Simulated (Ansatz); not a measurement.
ClSi, SMILES [Si]Cl (connectivity only; charge and spin as stated), charge +1, multiplicity 1.

Geometry: PBE-D3(BJ)/def2-TZVPD.

Two levels are set side by side: PBE/def2-TZVPD (Ansatz, a quantum-chemistry and plane-wave program) and CAM-B3LYP/def2-TZVPD (Ansatz). Energy differences of separate SCF runs at the same geometry; the states with an electron removed or added have multiplicity 2 and 2. Differences are taken from unrounded values.

```json
[
 {"quantity": "vertical ionisation energy (eV)", "CAM-B3LYP": "18.98"},
 {"quantity": "vertical electron affinity (eV)", "CAM-B3LYP": "7.33"},
 {"quantity": "vertical singlet–triplet gap (eV)", "CAM-B3LYP": "3.83"}
]
```

Q: What does PBE give, and how far is it from CAM-B3LYP? (The exact figures need the calculation; the answer reports its results.)

A: 
```csv
quantity,PBE,PBE minus CAM-B3LYP
vertical ionisation energy (eV),18.75,-0.23
vertical electron affinity (eV),7.24,-0.09
vertical singlet–triplet gap (eV),3.69,-0.15
```
